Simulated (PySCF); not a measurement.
Simulated characterisation data

[PySCF 2.14.0 with density-fitted response routines: GFN2-xTB structure; shieldings: GIAO PBE0/pcSseg-1; no solvent; a single conformation; relativity neglected; averaged over atoms made equivalent by symmetry, fast rotation or ring inversion]

Chemical shifts δ = σref − σ; TMS for 1H, 13C, all at this level. Splittings of carbon signals by F and P are missing where no couplings were computed. Where no couplings were computed, multiplicities follow the n + 1 count of equivalent neighbours, and m marks all less simple cases (inequivalent or close neighbours, rings, F or P nearby). Acid and N–H amide carbonyl carbons lie up to 10 ppm further downfield in solution (hydrogen bonding). Shifts are as computed. Against solution values, carbons near 30 ppm lie about +3 ppm off and those near 130 ppm about +5 ppm. Of 1211 compounds with measured shifts, 218 miss one by over three times the rms of a fit or turn the order of signals round; such compounds aren't used in these exercises. OH and NH positions are gas-phase values without hydrogen bonding to other molecules.

**1.** SMILES C=C([SiH2]C([SiH3])[SiH3])C(=O)O, C4H12O2Si3. 1H NMR (400 MHz, computed): δ 7.38 (br s, 1H), 6.78 (br s, 1H), 6.24 (br s, 1H), 4.71 (d, 2H), 4.04 (d, 6H), -0.87 (m, 1H). 13C{1H} NMR (computed): δ 175.8 (C), 152.8 (CH2), 144.0 (C), -20.1 (CH).

**2.** `Cn1cpc([SiH3])c1[SiH3]`, C4H10NPSi2. 1H NMR (400 MHz, computed): δ 8.28 (m, 1H), 4.69 (m, 3H), 4.63 (s, 3H), 4.08 (s, 3H). 13C{1H} NMR (computed): δ 167.2 (CH), 150.6 (C), 140.6 (C), 40.6 (CH3).
